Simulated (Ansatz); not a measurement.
Consider the formal exchange of groups at the Si–O bond: `O[Si](O)(Cl)Cl` + `C=C` → `C=C[Si](O)(Cl)Cl` + H₂O.

Computed with Ansatz on PBE0-D4/def2-TZVP structures; ΔE is electronic, products minus reactants. CBS: MP2 limit from def2 TZ/QZ plus the TZ coupled-cluster correction, frozen cores. This one scheme is used for every species. DFT in def2-TZVPP. Each species was taken in one conformer, which may not be the lowest.

```
             level  ΔE (kJ/mol)
         revPBE-D4         82.9
          BHLYP-D4        101.4
               PBE         90.3
              BLYP        100.6
           LC-ωPBE         98.1
RPA@PBE/def2-TZVPP         94.0
       HF/def2-SVP        102.0
     MP2/CBS(def2)         91.3
```

(1) What does CCSD(T)/CBS give? (Estimate.)

Largest T1 diagnostic among the species: 0.011.

## Answers

(1) The calculation gave: +93.5 kJ/mol. The listed levels differ from it by -10.6, 7.9, -3.2, 7.1, 4.6, 0.5, 8.5, -2.2 kJ/mol.

The D4 term adds −7.6 kJ/mol with B3LYP and −4.5 kJ/mol with PBE0; it sums over pairs of atoms, weighted by their polarisabilities, and B3LYP, whose exchange is more repulsive, gets the larger term. Leaving LDA and LC-ωPBE aside and taking each functional with its dispersion term where it has one, the values, not all of them listed here, spread over 18.8 kJ/mol, from revPBE-D4 to B97M-V.

B3LYP here is the variant with VWN-RPA as its local correlation; programs differ in this.
